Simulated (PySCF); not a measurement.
# C₆ coefficients of unlike pairs at wB97M-V

Calculated with PySCF 2.14 from the dipole response of each species, C₆(A,B) = (3/π) ∫ α_A(iu) α_B(iu) du, in atomic units, from isotropic polarisabilities. For ions this is the dispersion term alone; charge-induced terms of lower order in 1/R come first.

| species | configuration | basis | relativity | α (bohr³) | C₆ (like pair) |
| --- | --- | --- | --- | --- | --- |
| Sn | [Kr] 4d10 5s2 5p2 (3P) | aug-cc-pVQZ-PP with ECP28MDF (7s7p5d3f2g) | core potential | 56.66 | 594.8 |
| Ag⁺ | [Kr] 4d10 (1S) | aug-cc-pVTZ-PP with one added diffuse shell each of s, p, d, f, g type with ECP28MDF (7s7p6d4f3g) | core potential | 10.37 | 61.48 |
| Rh²⁺ | [Kr] 4d7 (4F) | aug-cc-pwCVDZ-PP with ECP28MDF (6s6p5d3f) | core potential | 7.223 | 38.13 |
| Ti³⁺ | [Ar] 3d1 (2D) | aug-cc-pVTZ (8s7p5d3f2g) | none | 2.282 | 5.826 |

Problem. Estimate C₆ for Rh²⁺ with Ag⁺.

Solution. The integral gives 48.23. The combination rule 2 C_A C_B / (C_A α_B/α_A + C_B α_A/α_B) gives 48.06 and the geometric mean 48.42.

No spin-orbit coupling is included.

The other pairs:

```
      pair     C₆
Ti³⁺, Rh²⁺  14.72
  Rh²⁺, Sn  126.3
  Ti³⁺, Sn  44.50
   Ag⁺, Sn  168.5
 Ti³⁺, Ag⁺  18.38
```
